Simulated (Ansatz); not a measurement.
```yaml
crystal:
  periodic: [false, false, false]
  atoms:
    - {symbol: Si, position_ang: [-1.923600, 0.911113, 0.061055]}
    - {symbol: C, position_ang: [-0.287422, 0.044946, 0.027446]}
    - {symbol: C, position_ang: [0.081306, -1.230417, 0.227754]}
    - {symbol: C, position_ang: [1.547916, -0.992615, 0.002192]}
    - {symbol: C, position_ang: [1.144973, 0.490294, -0.233736]}
    - {symbol: H, position_ang: [-1.926365, 1.991469, 1.085254]}
    - {symbol: Xx, position_ang: [-2.213060, 1.540574, -1.256577]}
    - {symbol: H, position_ang: [-2.996351, -0.067386, 0.380788]}
    - {symbol: H, position_ang: [-0.482335, -2.126145, 0.469225]}
    - {symbol: H, position_ang: [1.984117, -1.498249, -0.863966]}
    - {symbol: H, position_ang: [2.196279, -1.165448, 0.865855]}
    - {symbol: H, position_ang: [1.553454, 1.200082, 0.490250]}
    - {symbol: H, position_ang: [1.341389, 0.867080, -1.240841]}
basis:
  gaussian: {orbitals: def2-SVP}
total_charge: 1
magnetization: {spin_polarized: true, initial_magnetization: 1}
hamiltonian: {xc: {name: HSE06}, dispersion: d3bj}
```

```sh
$ ansatz run in.yaml --threads 4 --pin off --events-out ev --progress --plain --max-ram 10444MiB
```

It prints (some lines left out):

```
Error: YAML parse error: error: line 10 column 16: `Xx` is not an element symbol (H … Og, case-exact)
 8 |     - {symbol: C, position_ang: [1.144973, 0.490294, -0.233736]}
 9 |     - {symbol: H, position_ang: [-1.926365, 1.991469, 1.085254]}
10 |     - {symbol: Xx, position_ang: [-2.213060, 1.540574, -1.256577]}
11 |     - {symbol: H, position_ang: [-2.996351, -0.067386, 0.380788]}
12 |     - {symbol: H, position_ang: [-0.482335, -2.126145, 0.469225]}
```

(1) Something in this input is off. What?

## Answers

(1) An element symbol is wrong. The program refused the input.

HSE06 is defined as in plane-wave codes.
